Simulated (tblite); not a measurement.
Compound: C3H8FSi3 (doublet state).
SMILES: `F[CH]C#C[SiH]([SiH3])[SiH3]`

Level: GFN2-xTB in tblite, geometry and Hessian alike; calculated harmonic values, unscaled, isolated species. This tight-binding method is rough: wavenumbers can miss measured ones by several per cent, in bad cases by 10 to 20. Modes of hydrogen on silicon can be 10 to 20 % off. Open shells enter through the occupations alone, without spin polarisation, and single modes of such species can be off by tens of per cent.

Task: How many normal modes are there?

Result: 15 atoms, non-linear: 3N − 6 = 39.

Task: What is the point group of the computed structure, and how do the modes divide by symmetry?

Result: Cs. The vibrations span 23 a′ + 16 a″.

Task: How many distinct wavenumbers does the calculation give?

Result: 39: Cs has no degenerate species.

Task: How many fundamentals are allowed in the infrared by symmetry?

Result: 39 of 39: in Cs every mode is allowed. All fundamentals are allowed in the Raman spectrum.

Task: How large is the harmonic zero-point energy?

Result: ½Σν̃ = 17832 cm⁻¹ = 51.0 kcal/mol (39 modes); those above 1550 cm⁻¹ give 29.7 kcal/mol of it.

Task: How far is the lowest real mode excited at 500 K, as a harmonic oscillator?

Result: θ = hcν̃/k = 38 K for 26.2 cm⁻¹, so N1/N0 = 0.93 and ⟨v⟩ = 1/(exp(θ/T) − 1) = 13.
